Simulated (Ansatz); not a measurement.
Start from `[F][GaH][GaH2]` and change one atom or group to get `[F][GaH][Br]`.

Ansatz, PBE0-D4/def2-TZVP geometries, multiplicity 1. 

Scalar relativity is left out up to krypton.

| property | `[F][GaH][GaH2]` |
| --- | --- |
| LUMO energy (PBE/def2-TZVPP) / eV | -3.19 |
| HOMO–LUMO gap (PBE0/def2-TZVPP) / eV | 5.04 |
| HOMO–LUMO gap (PBE/def2-TZVPP) / eV | 3.16 |
| HOMO–LUMO gap (ωB97M-V/def2-TZVPP) / eV | 8.79 |
| LUMO energy (ωB97M-V/def2-TZVPP) / eV | -0.67 |
| ideal-gas entropy at 298 K and 1 bar (rigid rotor, harmonic PBE0-D4/def2-TZVP) / J/(mol·K) | 336 |

Problem. Give the same properties after the change, and the shifts. (Estimate.)

Solution. Computed: 
| property | `[F][GaH][Br]` | shift |
| --- | --- | --- |
| LUMO energy (PBE/def2-TZVPP) / eV | -2.40 | 0.79 |
| HOMO–LUMO gap (PBE0/def2-TZVPP) / eV | 7.16 | 2.12 |
| HOMO–LUMO gap (PBE/def2-TZVPP) / eV | 5.07 | 1.91 |
| HOMO–LUMO gap (ωB97M-V/def2-TZVPP) / eV | 11.10 | 2.31 |
| LUMO energy (ωB97M-V/def2-TZVPP) / eV | 0.10 | 0.77 |
| ideal-gas entropy at 298 K and 1 bar (rigid rotor, harmonic PBE0-D4/def2-TZVP) / J/(mol·K) | 306 | -30 |

With PBE0 the HOMO falls by 1.34 eV and the LUMO rises by 0.78 eV, so the gap widens by about 2.12 eV. PBE moves the HOMO by -1.12 eV and ωB97M-V by -1.54 eV. The zero-point energy changes by -32.1 kJ/mol with -6 modes.

Spin–orbit coupling is left out; it splits and shifts lone-pair levels of the heavy atoms by tenths of an eV.
